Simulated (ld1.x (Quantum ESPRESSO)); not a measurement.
How hard is this terbium TM potential?

| Property | Result |
| --- | --- |
| Element | Tb |
| Generator | ld1.x (Quantum ESPRESSO) 7.5 |
| Type | norm-conserving Troullier–Martins (Kleinman–Bylander form) |
| Functional | LDA (PZ) |
| Relativity | scalar-relativistic |
| Frozen core | [Xe] 4f8 |
| Valence charge | 3 |
| Reference configuration | 5d1 6s1.5 6p0 (charge +0.5) |
| Partial waves | 6p (bound, empty): rc 3.60 bohr; 5d (bound): rc 2.65 bohr; 5f channel at 0.2 Ry: rc 3.20 bohr; 6s (bound): rc 3.15 bohr |
| Local potential | the s channel |
| Core correction | none |

The pseudo-atom Hamiltonian at the reference potential is diagonalised in spherical Bessel functions j_l(qr) that vanish at 20 bohr, with q² up to the cutoff. All-electron valence levels (Ry): 6p -0.2623, 5d -0.4013, 6s -0.5092.

Question: How do the lowest levels (Ry) of each channel move with the cutoff, and are there ghosts?

Answer:

```json
{"cutoff (Ry)": "8", "p #1": "-0.2622", "p #2": "-0.0395", "d #1": "-0.3052", "f #1": "0.0194", "f #2": "0.1142", "s #1": "-0.5080", "Σ f·Δε (mRy)": "97.9"}
{"cutoff (Ry)": "10", "p #1": "-0.2623", "p #2": "-0.0395", "d #1": "-0.3520", "f #1": "0.0194", "f #2": "0.1141", "s #1": "-0.5089", "Σ f·Δε (mRy)": "49.8"}
{"cutoff (Ry)": "12", "p #1": "-0.2623", "p #2": "-0.0395", "d #1": "-0.3806", "f #1": "0.0194", "f #2": "0.1140", "s #1": "-0.5091", "Σ f·Δε (mRy)": "20.9"}
{"cutoff (Ry)": "15", "p #1": "-0.2623", "p #2": "-0.0395", "d #1": "-0.3942", "f #1": "0.0194", "f #2": "0.1139", "s #1": "-0.5091", "Σ f·Δε (mRy)": "7.3"}
{"cutoff (Ry)": "18", "p #1": "-0.2623", "p #2": "-0.0395", "d #1": "-0.4004", "f #1": "0.0194", "f #2": "0.1139", "s #1": "-0.5091", "Σ f·Δε (mRy)": "1.0"}
{"cutoff (Ry)": "21", "p #1": "-0.2623", "p #2": "-0.0395", "d #1": "-0.4012", "f #1": "0.0194", "f #2": "0.1139", "s #1": "-0.5092", "Σ f·Δε (mRy)": "0.2"}
{"cutoff (Ry)": "25", "p #1": "-0.2623", "p #2": "-0.0395", "d #1": "-0.4013", "f #1": "0.0194", "f #2": "0.1139", "s #1": "-0.5092", "Σ f·Δε (mRy)": "0.0"}
{"cutoff (Ry)": "400", "p #1": "-0.2623", "p #2": "-0.0395", "d #1": "-0.4013", "f #1": "0.0194", "f #2": "0.1139", "s #1": "-0.5092", "Σ f·Δε (mRy)": "0.0"}
```

Result: no extra level below or beside the all-electron valence levels (p, d, f, s tested); 10 mRy is reached at 15 Ry and 1 mRy at 18 Ry.
